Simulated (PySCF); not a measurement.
These are PBE-D3(BJ)/def2-TZVP // M06-2X/def2-TZVP run with PySCF values and carry that method's errors. All species are isolated molecules in the gas phase. Delta-SCF ions had no search for a lower state. 

Reference species (SMILES): `B` (neutral, multiplicity 1).

```
Property                                   Value
--------------------------------------  --------
vertical ionisation energy (Delta-SCF)  12.91 eV
LUMO                                    -3.04 eV
HOMO                                    -8.49 eV
```

Changed species: `S(B)C` (X = methylthio; the reference has X = H).

Question: Predict the effect on the vertical ionisation energy (Delta-SCF), LUMO and HOMO.

Answer: the vertical ionisation energy (Delta-SCF) decreases by 2.86 eV, to 10.05 eV; the LUMO rises by 0.95 eV, to -2.09 eV; the HOMO increases by 1.80 eV, to -6.69 eV.
